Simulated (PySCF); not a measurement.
r2SCANh on Au⁻ (gold, charge -1), [Xe] 4f14 5d10 6s2, closed-shell 1S. Computed with PySCF 2.14 in aug-cc-pVTZ-PP with one added diffuse shell each of s, p, d, f, g type with ECP60MDF (7s7p6d4f3g, 113 functions), with scalar relativity through the core potential.

```
cycle= 1 E= -135.803575750198  delta_E= -0.0152  |g|= 0.0355  |ddm|= 0.391
cycle= 2 E= -135.80326419031  delta_E= 0.000312  |g|= 0.0468  |ddm|= 0.106
cycle= 3 E= -135.80398698182  delta_E= -0.000723  |g|= 0.00894  |ddm|= 0.0337
cycle= 4 E= -135.804018911327  delta_E= -3.19e-05  |g|= 0.000603  |ddm|= 0.018
cycle= 5 E= -135.804019324435  delta_E= -4.13e-07  |g|= 6.76e-05  |ddm|= 0.00283
cycle= 6 E= -135.804019330216  delta_E= -5.78e-09  |g|= 2.54e-06  |ddm|= 0.000341
cycle= 7 E= -135.804019330267  delta_E= -5.01e-11  |g|= 3.08e-07  |ddm|= 9.37e-05
converged SCF energy = -135.804019330267  <S^2> = -8.8817842e-15  2S+1 = 1
```

Highest occupied orbital energy: 0.127 eV; ⟨L²⟩ = 0.00; populations by l: s 4.00, p 6.00, d 10.00, f 0.00.

(1) Can this result be used?

## Answers

(1) With care. Self-consistency was reached. Energies and moments cover only the electrons outside the core potential. Spin-orbit coupling, which splits the p, d and f shells strongly at this Z, is absent. At r2SCANh the highest occupied level has a positive energy, so only the finite basis holds that electron; in a semilocal or global hybrid functional this comes from self-interaction and does not mean that the real anion is unbound.
